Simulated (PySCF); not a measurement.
Compound: C6H15OP.
SMILES with atom numbers: `[CH3:1][CH2:2][C@@H:3]([CH3:4])[P@H:5](=[O:6])[CH2:7][CH3:8]` (hydrogens: H9, H10, H11 on C1; H12, H13 on C2; H14 on C3; H15, H16, H17 on C4; H18 on P5; H19, H20 on C7; H21, H22, H23 on C8)

The same species was optimised twice, with GFN2-xTB and with PBE0-D3(BJ)/def2-SVP (PySCF), and the same property calculations (PySCF, gas phase) were run on both structures.

```
     coordinate  GFN2-xTB  PBE0-D3(BJ)/def2-SVP  change
      P5=O6 (Å)     1.464                 1.501  +0.037
      P5–C7 (Å)     1.837                 1.822  -0.015
      C3–P5 (Å)     1.848                 1.836  -0.012
      C2–C3 (Å)     1.526                 1.533  +0.007
      C3–C4 (Å)     1.525                 1.526  +0.001
      C1–C2 (Å)     1.522                 1.521  -0.001
      C7–C8 (Å)     1.522                 1.523  +0.001
   P5–C7–C8 (°)     107.6                 111.0    +3.4
   C1–C2–C3 (°)     112.2                 115.5    +3.3
   C4–C3–P5 (°)     107.9                 110.7    +2.8
   C2–C3–P5 (°)     108.0                 109.0    +1.0
   C3–P5–O6 (°)     114.4                 113.7    -0.7
   O6–P5–C7 (°)     113.7                 114.3    +0.6
   C3–P5–C7 (°)     107.9                 108.0    +0.1
   C2–C3–C4 (°)     111.1                 111.1     0.0
C1–C2–C3–C4 (°)      -179                  -179       0
C2–C3–P5–O6 (°)       -47                   -47       0
C3–P5–C7–C8 (°)      -172                  -177      -5
```

Rotational constants: A = 2679, B = 1080, C = 920.9 MHz (GFN2-xTB) against A = 2657, B = 1062, C = 898.4 MHz (PBE0-D3(BJ)/def2-SVP). Point groups within 0.08 Å: C1 and C1.

On the GFN2-xTB structure: HOMO (eV) -7.50 [PBE0/pcSseg-1]; LUMO (eV) 1.09 [PBE0/pcSseg-1]; dipole (D) 3.67 [PBE0/pcSseg-1]; GIAO shielding of C1 (ppm) 171.4 [PBE0/pcSseg-1]; GIAO shielding of C2 (ppm) 158.8 [PBE0/pcSseg-1]; GIAO shielding of C3 (ppm) 146.5 [PBE0/pcSseg-1]; GIAO shielding of C4 (ppm) 171.2 [PBE0/pcSseg-1]; GIAO shielding of P5 (ppm) 314.2 [PBE0/pcSseg-1]; GIAO shielding of O6 (ppm) 289.0 [PBE0/pcSseg-1]; GIAO shielding of C7 (ppm) 161.7 [PBE0/pcSseg-1]; GIAO shielding of C8 (ppm) 177.1 [PBE0/pcSseg-1].

Q: What do these properties become on the PBE0-D3(BJ)/def2-SVP structure?

A: 
```csv
property,level,on GFN2-xTB,on PBE0-D3(BJ)/def2-SVP,change
HOMO (eV),PBE0/pcSseg-1,-7.50,-7.37,+0.13
LUMO (eV),PBE0/pcSseg-1,1.09,0.96,-0.13
dipole (D),PBE0/pcSseg-1,3.67,3.86,+0.19
"energy, GFN2-xTB geometry as zero (kcal/mol)",PBE0/pcSseg-1,0.0,-2.7,-2.7
GIAO shielding of C1 (ppm),PBE0/pcSseg-1,171.4,170.6,-0.8
GIAO shielding of C2 (ppm),PBE0/pcSseg-1,158.8,156.3,-2.5
GIAO shielding of C3 (ppm),PBE0/pcSseg-1,146.5,146.5,0.0
GIAO shielding of C4 (ppm),PBE0/pcSseg-1,171.2,169.1,-2.1
GIAO shielding of P5 (ppm),PBE0/pcSseg-1,314.2,307.3,-6.9
GIAO shielding of O6 (ppm),PBE0/pcSseg-1,289.0,271.5,-17.5
GIAO shielding of C7 (ppm),PBE0/pcSseg-1,161.7,160.9,-0.8
GIAO shielding of C8 (ppm),PBE0/pcSseg-1,177.1,176.2,-0.9
```

The heavy atoms differ by 0.055 Å rms after alignment. Among bonds between heavy atoms P5=O6 changes most (+0.037 Å). Changes are differences of the printed values. Neither structure is proved a minimum here.

Conformer computed: `[CH3:1][CH2:2][C@@H:3]([CH3:4])[P@H:5](=[O:6])[CH2:7][CH3:8]`: C1–C2–C3–C4 -179°, C2–C3–P5–O6 -47°, C3–P5–C7–C8 -177°.
